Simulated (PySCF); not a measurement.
Species: C₅H₇O₂Si (doublet state).
Cartesian coordinates in Å at the GFN2-xTB level; atoms count from 1:
```xyz
15
C5H7O2Si angstrom
C      3.056    1.158   -0.175
C      1.776    1.118   -0.001
C      0.491    0.732   -0.068
O     -0.544    1.323   -0.432
C      0.253   -0.720    0.467
O      0.823   -1.104    1.453
C     -0.819   -1.319   -0.295
Si    -2.320   -0.078   -0.158
H      3.576    0.576   -0.925
H      3.678    1.812    0.419
H     -0.577   -1.346   -1.353
H     -1.046   -2.316    0.068
H     -2.627    0.524   -1.445
H     -2.318    0.711    1.069
H     -3.406   -1.064    0.081
```

The hyperfine couplings belong to this conformer and change with its torsions.

As a line formula: `C([SiH3])C(=O)C(=O)[C]=C` [radical].

The calculation used PySCF 2.14.0, UKS B3LYP, pcH-1 on C H O Si, non-relativistic, mean-field spin-orbit, GIAO. Geometry: GFN2-xTB, one conformer, isolated molecule. A GFN2-xTB geometry isn't a minimum of the functional, and hyperfine couplings can be far from their values at a DFT geometry. The frame is twisted about the C2–C3 bond at this geometry (dihedral C1–C2–C3–C5 = 59°); couplings at other torsion angles weren't computed. The SCF solution wasn't tested for stability.

(1) Match the computed a_iso(17O) values -26.6, -7.9 MHz with the sites O4; O6.

(2) Match the computed a_iso(1H) values +120.4, +117.7, +5.8, -0.2 MHz (means over equivalent nuclei) with the sites H9; H10; H11/H12; H13/H14/H15.

Answers

(1) 
```json
{"site": "O4", "a_iso (MHz)": "-26.6", "ρ(0) (bohr⁻³)": "+0.0430", "position": "2 bonds from C2", "distance from C2 (Å)": "2.37", "spin population": "+0.33", "largest |T| (MHz)": "107.4"}
{"site": "O6", "a_iso (MHz)": "-7.9", "ρ(0) (bohr⁻³)": "+0.0130", "position": "3 bonds from C2", "distance from C2 (Å)": "2.82", "spin population": "+0.08", "largest |T| (MHz)": "35.0"}
```

(2) 
```tsv
site	a_iso (MHz)	ρ(0) (bohr⁻³)	position	distance from C2 (Å)	bound to	spin population there	largest |T| (MHz)
H9	+120.4	+0.0269	2 bonds from C2	2.09	C1	-0.09	6.3
H10	+117.7	+0.0263	2 bonds from C2	2.07	C1	-0.09	6.9
H11/H12	-0.2	0.0000	4 bonds from C2	4.06	C7	0.00	2.6
H13/H14/H15	+5.8	+0.0013	5 bonds from C2	4.85	Si8	0.00	3.2
```

ρ(0) is the spin density at the nucleus and T the dipolar tensor; a_iso includes a spin–orbit part; entries for several nuclei are means. The Mulliken spin populations are largest on C2 (+0.61), O4 (+0.33), C1 (-0.09) and O6 (+0.08).

Means are taken over nuclei equivalent by connectivity, which assumes that they swap fast. The three 1H nuclei of mean +5.8 MHz run from -2.3 to 19.8 MHz in the frozen geometry.
